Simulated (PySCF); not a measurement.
# P⁺: ionisation energy

P⁺ [Ne] 3s2 3p2 (3P) → P²⁺ [Ne] 3s2 3p1 (2P), as a difference of total energies. All numbers are calculated (PySCF 2.14, the non-relativistic Hamiltonian (point nucleus), in def2-QZVPPD). Correlated levels: valence and next inner shell: 1s2 frozen. The calculations carry no spin-orbit coupling.

Task: Order these methods by the ionisation energy they give, lowest first.
A. MP2 (valence and next inner shell)
B. UHF
C. CCSD (valence and next inner shell)
D. SCS-MP2 (valence and next inner shell)

Result: B (19.169 eV), D (19.573 eV), A (19.666 eV), C (19.687 eV).

A first-order spin-orbit estimate (lowest level to lowest level, LS coupling) adds -0.007 eV.

Errors of the correlated levels include the incompleteness of this basis and the frozen core.

For comparison: 19.769 eV (semi-empirical (NIST evaluation); NIST Atomic Spectra Database, ionization energies).
